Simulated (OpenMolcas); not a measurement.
Systems:
- Co2+ replacing Zn in ZnS (P63mc; local symmetry 3m; 4 S at a mean 2.32 Å, set by rule; embedded first-shell cluster with model potentials and fitted point charges, unrelaxed, no charge compensation)

Method: state-averaged CASSCF on the open d shell with SC-NEVPT2, ANO basis sets as named, scalar-relativistic DKH2, RICD, in OpenMolcas. State energies are spin-free and vertical. Orbital splittings and repulsion parameters are fits to the integrals of the highest spin's CASSCF orbitals. Times are rough, from shared cores.

```tsv
case	ground state	first state of the same spin (cm⁻¹)	first state of another spin (cm⁻¹)	d-orbital splitting (cm⁻¹)	Racah B (cm⁻¹)	basis functions	relative time
ANO-RCC-VDZP	4A2(1)	4A1 3080	2E(2) 14580	2210	1153	106	2
ANO-RCC-MB	4A2(1)	4A1 2800	2E(2) 17590	2940	1111	54	1
ANO-RCC-VDZ	4A2(1)	4A1 3100	2E(1) 15870	2340	1161	79	1
ANO-RCC-VTZP	4A2(1)	4A1 2990	2E(1) 14230	2220	1165	195	10
```

Ligand-to-metal charge-transfer configurations lie outside the minimal active space. The geometry is a model, so the numbers describe that model and not a measured compound. Sulfide, selenide, telluride and nitride hosts are partly covalent, so formal ionic charges are a crude embedding. Gaps under about 300 cm⁻¹ between spin-free states are not resolved by the perturbation step.
